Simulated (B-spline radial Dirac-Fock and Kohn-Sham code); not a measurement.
ΔSCF core binding energies without Breit or QED terms, calculated with a B-spline atomic structure program.

A sound run for the Pb⁴⁺ ion, configuration [Xe] 4f14 5d10: The ground state converged in 10 iterations, with total energy -20910.40140 Ha, virial ratio 1.86033 and highest orbital energy -68.53 eV. ΔSCF binding energies: K (1s) 88544.7 eV, L3 (2p3/2) 13124.8 eV, M5 (3d5/2) 2538.7 eV.

A second run, with one unsound setting: The ground state converged in 10 iterations, with total energy -20907.37171 Ha, virial ratio 1.86031 and highest orbital energy -68.61 eV. ΔSCF binding energies: K (1s) 88542.9 eV, L3 (2p3/2) 13126.3 eV, M5 (3d5/2) 2540.5 eV.

```
iter   energy (Ha)        error
   1   -20904.17393070  2.18e+00
   2   -20907.10633046  1.90e-01
   3   -20907.34546291  6.71e-02
   4   -20907.36764067  2.82e-02
   5   -20907.37147765  3.84e-03
   6   -20907.37170706  9.21e-04
   7   -20907.37171049  3.95e-04
   8   -20907.37171216  5.88e-05
   9   -20907.37171219  2.09e-06
  10   -20907.37171219  1.95e-07
```

Q: Which fault fits the second run best?
A. unbound anion
B. overfilled shell
C. spline order too low
D. functional not served

A: C. The input had order = 3: order is too low for an accurate radial basis.
